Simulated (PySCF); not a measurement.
Method: B3LYP-D3(BJ)/def2-TZVP (PySCF). Gas-phase values, no solvent. B3LYP has the VWN-RPA correlation part, as in Gaussian. 

Reference species (SMILES): `F[C](F)F` (neutral, multiplicity 2).

- dipole moment: 0.26 D

Changed species: `[CH2]F` (radical fragment; the reference has radical fragment).

Predict the effect on the dipole moment.

the dipole moment increases by 1.08 D, to 1.34 D.
